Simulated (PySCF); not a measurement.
C3HF7.
Atom-mapped SMILES: `[F:1][CH:2]([F:3])[C:4]([F:5])([F:6])[C:7]([F:8])([F:9])[F:10]` (hydrogens: H11 on C2)

Cartesian coordinates in Å at the GFN2-xTB level; atoms count from 1:
```
atom  x, y, z in Å
F1     1.2948    0.4023   -1.4867
C2     1.3066    0.2995   -0.1507
F3     1.2752    1.5386    0.3577
C4     0.0754   -0.5080    0.3341
F5     0.1748   -1.7706   -0.1268
F6     0.1044   -0.5810    1.6792
C7    -1.2995    0.0767   -0.1033
F8    -1.4634    1.3104    0.3606
F9    -1.4069    0.1128   -1.4266
F10   -2.2892   -0.6742    0.3680
H11    2.2332   -0.2039    0.1686
```

Method used: TDDFT B3LYP/def2-SVPD, vertical, gas phase, core orbitals frozen in the response (PySCF 2.14.0, density-fitted response routines).

Ground-to-excited transition dipoles (e·a0, same axes as the geometry; the sign carries no meaning), for the states with f of 0.002 or more among the lowest 7:

| state | E (eV) | μx | μy | μz |
| --- | --- | --- | --- | --- |
| S2 | 9.331 | 0.527 | -0.042 | 0.035 |
| S3 | 9.808 | -0.012 | 0.163 | -0.097 |
| S4 | 10.417 | 0.449 | -0.251 | 0.168 |
| S5 | 10.760 | 0.006 | -0.054 | -0.089 |
| S7 | 11.176 | 0.058 | 0.212 | -0.146 |

Work out the oscillator strengths.

f = (2/3) ΔE |μ|² with ΔE in hartree (27.2114 eV).

```csv
state,|μ|² (au),|μ| (D),f
S2,0.281,1.35,0.064
S3,0.036,0.48,0.009
S4,0.293,1.38,0.075
S5,0.011,0.27,0.003
S7,0.070,0.67,0.019
```

Which bond between heavy atoms lies closest to the direction of the S4 transition dipole?

C4–C7, at 6° from it; next C7–F8 at 65°.

What angle do the transition dipoles of S4 and S7 make?

|cos θ| = |μa·μb| / (|μa| |μb|) = 0.36, so θ ≈ 69° (taken between 0 and 90°, since the signs are arbitrary).

What peak molar absorption coefficient would the strongest computed level give as a lone Gaussian band 0.4 eV wide at half height?

ε(max) = 2.175×10⁸ f / FWHM, with the width in cm⁻¹. S4: 2.175×10⁸ × 0.0747 / 3226 ≈ 5000 L mol⁻¹ cm⁻¹.

One conformer stands for the species.

Without π bonds the low states may be Rydberg-like; a valence basis with one diffuse set may place them up to an eV too high.
